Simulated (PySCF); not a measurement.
Bonds (- single, = double, # triple, : aromatic): O1=C2, C2-O3, C2-C4, C4-C5, C5:C6, C6:C7, C7:C8, C8-F9, C8:C10, C10:C11, C11:C5. O3 carries H12; C4 carries H13, H14; C6 carries H15; C7 carries H16; C10 carries H17; C11 carries H18.

Non-relativistic Hamiltonian, single conformer, no solvent, one averaged value for each set of equivalent atoms. GIAO PBE0/pcSseg-1 shieldings; geometry: PBE0-D3(BJ)/def2-SVP; PySCF.

References, each an isolated molecule treated in the same way: ¹³C, ¹H vs TMS; ¹⁷O vs H2O; ¹⁹F vs CFCl3.

```
  atoms  nucleus  count  Hirshfeld charge  δ (ppm)
 C6/C11      ¹³C      2             -0.04        ?
     C2      ¹³C      1              0.21        ?
     F9      ¹⁹F      1             -0.08   -113.3
H13/H14       ¹H      2              0.06     3.42
    H12       ¹H      1              0.18        ?
     C4      ¹³C      1             -0.07     39.4
     C8      ¹³C      1              0.09    169.8
     C5      ¹³C      1              0.00    133.7
 C7/C10      ¹³C      2             -0.07    120.6
     O3      ¹⁷O      1             -0.17    210.5
H16/H17       ¹H      2              0.06     7.14
     O1      ¹⁷O      1             -0.27    448.0
H15/H18       ¹H      2              0.05        ?
```

Task: Fill in the missing shifts.

Result: 
- C2: 175.4 ppm, carboxylic acid carbon; it is a carbonyl in resonance with an O or N lone pair, the region of acids, esters and amides
- C6/C11: 137.7 ppm, aromatic CH; the aromatic region
- H15/H18: 7.24 ppm, hydrogen on an aromatic CH; the ring current deshields protons in the ring plane
- H12: 5.71 ppm, hydrogen on an acid hydroxyl oxygen; exchangeable, gas-phase position

OH and NH positions are those of a molecule without intermolecular hydrogen bonds; in solution they move with solvent, concentration and temperature, and exchange usually removes their couplings. Shifts are as computed. Against solution values, carbons near 30 ppm lie about +2 ppm off and those near 130 ppm about +5 ppm. Of 1211 compounds with measured shifts, 218 miss one by over three times the rms of a fit or turn the order of signals round; such compounds aren't used in these exercises. In solution the two oxygens of a carboxylic acid exchange roles by proton transfer and give one 17O line. Hydrogen bonding in solution shields acid and N–H amide carbonyl oxygens by tens of ppm. Hydrogen bonding in solution deshields acid and N–H amide carbonyl carbons by as much as 10 ppm beyond these values. Unscaled 19F shifts against computed CFCl3 carry errors that often reach 10 to 50 ppm. Unscaled 17O shifts of doubly bonded oxygen tend to come out too high, by tens of ppm or more. Experimental scales use liquid or dissolved standards, which lie at an offset from isolated H2O (liquid H2O: subtract about 36 ppm).
